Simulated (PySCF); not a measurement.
# A search over the determinants of KO

Unrestricted PBE0; K 3-21G, O 3-21G; no relativity (PySCF 2.14). Outer shells of the fragments: K 4s1; O 2s2 2p4.

Followed along the bond (rough minima from three points):

| 2Ms+1 | unpaired | ⟨S²⟩ at the start | R at minimum (Å) | Te (eV) |
| --- | --- | --- | --- | --- |
| 2 | π ↑ | 0.93 | 2.44 | 0.00 |
| 2 | σ ↑ | 0.81 | 2.25 | 0.18 |
| 4 | σ ↑, π ↑↑ | 3.75 | none in the scan | ≤ 1.26 |
| 2 | σ ↓, π ↑↑ | 1.75 | none in the scan | ≤ 1.30 |
| 4 | σ ↑↑, π ↑ | 3.75 | none in the scan | ≤ 1.46 |

Solutions found at the starting distance of 2.545 Å, counted from the lowest of them; the search is not exhaustive and high or unbound solutions are not listed, so other states can lie among these:

```csv
2Ms+1,unpaired,term,E (eV),⟨S²⟩,⟨Lz²⟩,μ (D)
2,π ↑,²Π,0.00,0.93,1.01,-6.16
2,σ ↑,²Σ⁺,0.37,0.81,0.00,-7.69
4,"σ ↑, π ↑↑",⁴Σ⁻,1.36,3.75,0.00,2.29
2,"σ ↓, π ↑↑",mixed,1.41,1.75,0.00,2.88
4,"σ ↑↑, π ↑",⁴Π,1.53,3.75,1.00,2.60
2,"σ ↑, π ↑↓",mixed,2.23,1.75,2.00,2.56
4,π ↑↑↑,⁴Π,2.54,3.75,1.00,0.26
4,"σ ↑, π ↑↑",mixed,2.72,3.75,2.00,0.31
4,"σ ↑, π ↑↑",mixed,2.77,3.75,2.00,0.31
2,"σ ↑, π ↑↓",mixed,2.79,1.75,2.00,0.29
2,σ ↑,mixed,4.44,0.75,2.00,2.55
```

A term symbol is given only where ⟨S²⟩ and ⟨Lz²⟩ are close to those of a pure state; real π, δ and φ orbitals otherwise mix terms. A positive dipole means K(−)O(+).

Compare the gap between the two lowest followed solutions at the starting distance with the gap between their minima.

At PBE0 the second solution (doublet, unpaired electrons σ ↑) lies +0.37 eV from the first (doublet, unpaired electrons π ↑) at 2.545 Å and +0.18 eV at the minima; the two curves relax by different amounts, since their minima lie near 2.25 and 2.44 Å.

Counting both spins, an empty level lies below a filled one in some of these solutions, because spin and occupation are held. 3-21G is very small, so such numbers show the basis as much as the molecule.
